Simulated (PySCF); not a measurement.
**Core-level binding energies of `F[Si-](F)(F)(F)F`**

Compound: SiF5 (charge -1).
Z-matrix (Å and degrees, GFN2-xTB geometry), rows numbered from 1:
```
F 
Si  1  1.6277
F   2  1.6277  1  119.90
F   2  1.6540  1   90.01  3    90.00
F   2  1.6544  1   90.01  3   -90.00
F   2  1.6280  1  120.11  3   179.99
```

Level of theory: PySCF 2.14.0, delta-SCF UKS SCAN, pcX-2 on the ionised atom, pcseg-1 elsewhere, spin-free X2C. These are vertical core ionisation energies against the vacuum level, from separate self-consistent calculations with and without the core hole.

Question: What binding energy does each computed site have?

Answer: 
```csv
atom(s),environment,level,binding energy (eV),2p1/2 (eV),count
Si2,silicon bonded to 5 F,Si 1s,1845.15,–,1
F1/F3/F6,silicon-bound fluorine,F 1s,687.36,–,3
Si2,silicon bonded to 5 F,Si 2p3/2,104.58,105.21,1
```

Question: Which photon wavelength matches the Si 1s of Si2 threshold?

Answer: λ = hc/E = 12398.42 eV Å / 1845.15 eV = 6.719 Å.

Atoms equivalent by their bonding share one computed value, that of the first of them. The list is incomplete; no value stands for F 1s of F4, F5. 2p3/2 and 2p1/2 are the ΔSCF energy of one spin-free 2p hole plus the eigenvalues of a spin–orbit and ligand-field matrix of the shell. 2p1/2 minus 2p3/2 (ligand field included): Si 0.63 eV. The species carries charge -1, so core ionisation leaves a neutral species. The basis sets have no added diffuse functions. Isolated species at its GFN2-xTB geometry, gas phase.
